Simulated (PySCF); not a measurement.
# Electron correlation in Sc²⁺ (scandium, charge +2)

[Ar] 3d1, 2D determinant. Calculation: PySCF 2.14, in aug-cc-pwCVTZ-DK; scalar relativity by spin-free X2C-1e. Frozen: [Ne]; 9 electrons correlated.

MP2 pair energies summed by pair of shells (mhartree):

| pair | energy | share (%) |
| --- | --- | --- |
| 3p-3p | -169.44 | 59.9 |
| 3s-3p | -52.04 | 18.4 |
| 3p-3d | -44.00 | 15.5 |
| 3s-3s | -9.50 | 3.4 |
| 3s-3d | -8.00 | 2.8 |

Total MP2 correlation energy: -282.97 mhartree.

Same-spin part -70.07 and opposite-spin part -212.90 mhartree; SCS-MP2 scales them by 1/3 and 6/5 to -278.84 mhartree.
